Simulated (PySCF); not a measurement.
Species: C₃H₁₁PSi₂.
Atom-mapped SMILES: `[CH3:1][C@@H:2]1[CH2:3][SiH2:4][PH:5][SiH2:6]1` (hydrogens: H7, H8, H9 on C1; H10 on C2; H11, H12 on C3; H13, H14 on Si4; H15 on P5; H16, H17 on Si6)

Geometry (PBE0-D3(BJ)/def2-SVP, Å), atoms numbered from 1 in this order:
```xyz
17
C3H11PSi2 angstrom
C      1.2659   -0.4419    0.5995
C      0.5431   -0.5330   -0.7416
C      0.1112    0.8448   -1.2674
Si    -1.3377    1.5586   -0.2571
P     -2.6150   -0.2433    0.3275
Si    -1.0439   -1.5848   -0.6252
H      0.6121   -0.0381    1.3917
H      1.6214   -1.4262    0.9401
H      2.1403    0.2269    0.5326
H      1.2129   -1.0135   -1.4780
H      0.9577    1.5546   -1.2862
H     -0.2459    0.7639   -2.3095
H     -2.1265    2.5203   -1.0847
H     -0.8911    2.2701    0.9804
H     -2.0171   -0.3463    1.6235
H     -0.8622   -2.8421    0.1642
H     -1.5147   -1.9351   -2.0018
```

Jobs on this species (17 atoms, 72 electrons) with PySCF (density fitting). Hardware of each: Arm Neoverse V1, one thread, on a shared host. The host was shared with other jobs, so the times are rough.

**Question.** Rank these jobs by wall time, shortest first.
A. B3LYP/6-31G*; spin–spin couplings from 17 perturbed nuclei, spin–dipole term for 3 of them; 118 basis functions
B. PBE0-D3(BJ)/def2-SVP, grid level 1; geometry optimisation from a GFN2-xTB start; 151 basis functions
C. CAM-B3LYP/def2-SVPD; 10 singlets by full TDDFT, 4 Tamm–Dancoff triplets, polarisability, ΔSCF ions; 220 basis functions

**Answer.** A (25 s), B (89 s), C (4.6 min).

All jobs:

```csv
level and settings,work,basis functions,SCF cycles,wall time
B3LYP/pcSseg-1,shieldings,178,12,23 s
B3LYP/6-31G*,"spin–spin couplings from 17 perturbed nuclei, spin–dipole term for 3 of them",118,12,25 s
PBE0/pcSseg-1,"shieldings, charges and field gradients",178,12,26 s
B3LYP/def2-TZVP,"spin–spin couplings from 17 perturbed nuclei, spin–dipole term for 3 of them",270,12,88 s
"PBE0-D3(BJ)/def2-SVP, grid level 1",geometry optimisation from a GFN2-xTB start,151,47,89 s
CAM-B3LYP/def2-SVPD,"10 singlets by full TDDFT, 4 Tamm–Dancoff triplets, polarisability, ΔSCF ions",220,12,4.6 min
```

**Question.** What do all jobs in the table cost together?

**Answer.** About 8.8 min; the longest takes about 52 % of that, and about 12 times as long as the shortest.
